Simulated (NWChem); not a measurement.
Species: BiH3O; SMILES [OH][BiH2]

Program: NWChem. Structure relaxed at the PBE0/def2-SVP level. def2 effective core potentials on Bi; no spin-orbit coupling. B3LYP is NWChem's, with the RPA form of VWN correlation. Field at 589 nm.

| level | isotropic polarisability (bohr³) | anisotropy (bohr³) |
|---|---|---|
| B3LYP/def2-SVP | 44.5 | 2.9 |
| B3LYP/def2-SVPD | (withheld) | 3.9 |
| B3LYP/def2-TZVPD | 57.2 | 3.9 |

Q: Complete the blanks.

A: 
- B3LYP/def2-SVPD, isotropic polarisability (bohr³): 56.4
